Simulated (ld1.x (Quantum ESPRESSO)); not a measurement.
# Tc: one change to a TM potential, before and after

technetium, norm-conserving Troullier–Martins (Kleinman–Bylander form), made with ld1.x (Quantum ESPRESSO) 7.5 (BLYP, scalar-relativistic). Core [Ar] 3d10 4s2, reference 4p6 4d5 5s2 5p0. Waves: 5s (bound): rc 2.80 bohr; 4d (bound): rc 2.15 bohr; 4p (bound): rc 1.65 bohr. Local part: the p channel. Core correction: none.

All-electron outer shells of the reference configuration (BLYP, scalar-relativistic, ld1.x):

```csv
shell,level (eV),outermost node (bohr),outermost maximum (bohr)
3d,-249.77,–,0.31
4s,-73.21,0.50,0.95
4p,-45.15,0.51,1.03
4d,-6.49,0.50,1.27
5s,-4.96,1.28,2.72
5p,-1.34,1.45,3.72
```

Change: wave 4p (bound): rc 1.65 bohr becomes 4p (bound): rc 2.44 bohr.

Cutoffs: the cutoffs (Ry, on a coarse ladder) from which the occupation-weighted sum of valence levels, in a spherical-Bessel basis at the reference potential, stays within 10 and 1 mRy of its value at 400 Ry; they do not see the model core or the augmentation charge, which bear on the density cutoff. Errors are all-electron minus pseudo energies relative to the spin-unpolarised reference configuration.

Task: What does the change do?

Result: The potential gets softer (45 Ry and 60 Ry → 40 Ry and 50 Ry); both files keep a bound ghost (s); the number of tests that count goes from 7 to 6; of the 6 tests that both files solve, the error grows in 0 and shrinks in 1 by more than 15 % and 0.3 meV (median size 46.2 → 44.3 meV). A larger radius leaves more room for a smooth pseudo-wave, so fewer plane waves are needed.

| quantity | base | changed |
| --- | --- | --- |
| cutoff, loose | 45 Ry | 40 Ry |
| cutoff, tight | 60 Ry | 50 Ry |
| bound ghosts | s | s |
| tests counted (converged, no solver errors) | 7 of 7 | 6 of 7 |
| error for 4p6 4d5 5s1 5p0, meV [ΔE 8.12 eV] | -4.0 | -3.9 |
| error for 4p6 4d5 5s0 5p0, meV [ΔE 23.09 eV] | -17 | -18 |
| error for 4p6 4d4 5s0 5p0, meV [ΔE 51.70 eV] | +75 | +71 |
| error for 4p6 4d5 5s0 5p1, meV [ΔE 12.72 eV] | +97 | +90 |
| error for 4p6 4d4 5s2 5p1, meV [ΔE 6.52 eV] | +99 | +99 |
| error for 4p6 4d4 5s2 5p0, meV [ΔE 11.46 eV] | -11 | -6.9 |
| s: phases at 3.06 bohr within 0.05 rad from the reference energy up to (Ry; the scan ends near 5) | n/a | n/a |
| p: phases at 3.06 bohr within 0.05 rad from the reference energy up to (Ry; the scan ends near 5) | -0.1 | -0.1 |
| d: phases at 3.06 bohr within 0.05 rad from the reference energy up to (Ry; the scan ends near 5) | to the end of the scan | to the end of the scan |

Base: ld1.x printed “convergence not achieved” for 4 of the counted tests; their residual had stalled under 1e-8, short of the target of 1e-14. Changed file: Tests not counted: 4p6 4d5 5s1.5 5p0 (pseudo-atom not self-consistent, printed error -1.1 meV). ld1.x printed “convergence not achieved” for 3 of the counted tests; their residual had stalled under 1e-8, short of the target of 1e-14. A true bound ghost makes a file unfit for plane-wave use even where its test errors are small: the radial tests pick states by their node count and pass the ghost by.
